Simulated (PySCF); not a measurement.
Simulation results for CH$_{6}$GeN

Calculation on a computer-drawn molecule: optimised geometry and harmonic frequencies of an isolated molecule of the commonest isotopes, restricted reference for singlets and unrestricted otherwise, frozen core in MP2; on germanium a core potential holds 10 electrons, which the energies leave out, and 3d is frozen in MP2 and coupled-cluster steps. Program: PySCF 2.14.0.

```json
{"formula": "CH6GeN", "start_structure": {"atoms_angstrom": [["C", 1.0099, 1.2978, 2.0491], ["N", 1.0217, 0.1938, 1.2263], ["Ge", -0.2152, -0.0796, -0.0808], ["H", 0.0481, 1.6796, 2.3083], ["H", 1.7475, 1.482, 2.814], ["H", 1.9468, -0.0848, 1.0433], ["H", 0.2408, -1.3652, -0.6795], ["H", -1.4942, -0.2143, 0.6684], ["H", -0.3451, 1.0039, -1.0976]]}, "given": {"charge": 0, "multiplicity": 2, "method": "HF", "basis": "cc-pVDZ", "basis_and_core_potential_on_germanium": "cc-pVDZ-PP ECP10MDF", "drawn_bonds_atom": [1, 2, 1, 1, 2, 3, 3, 3], "drawn_bonds_other_atom": [2, 3, 4, 5, 6, 7, 8, 9], "drawn_bonds_order": [1, 1, 1, 1, 1, 1, 1, 1]}, "results": {"optimised_atom_element": ["C", "N", "Ge", "H", "H", "H", "H", "H", "H"], "optimised_atom_x [angstrom]": [0.9741, 1.059, -0.2084, -0.0157, 1.805, 2.001, 0.1574, -1.568, -0.2436], "optimised_atom_y [angstrom]": [1.339, 0.2305, -0.1035, 1.597, 1.501, -0.01459, -1.449, -0.1667, 0.9802], "optimised_atom_z [angstrom]": [2.086, 1.236, -0.06428, 2.447, 2.763, 0.9959, -0.692, 0.6316, -1.151], "modes_frequency [cm^-1]": [121.2, 210.9, 271.0, 532.7, 621.2, 679.0, 722.4, 753.5, 934.5, 955.1, 973.0, 1163, 1296, 1509, 1590, 2204, 2238, 2252, 3260, 3371, 3802], "modes_reduced_mass [dalton]": [1.238, 1.669, 1.679, 1.325, 1.784, 1.136, 1.529, 1.319, 1.032, 1.034, 1.021, 1.19, 3.471, 1.277, 1.237, 1.023, 1.024, 1.012, 1.05, 1.121, 1.076], "rotational_constants [GHz]": [31.55, 3.922, 3.668], "total_energy [hartree]": -389.1380, "spin_squared": 0.7606, "convergence_status_largest_gradient_component [hartree/bohr]": 2.888e-05}}
```
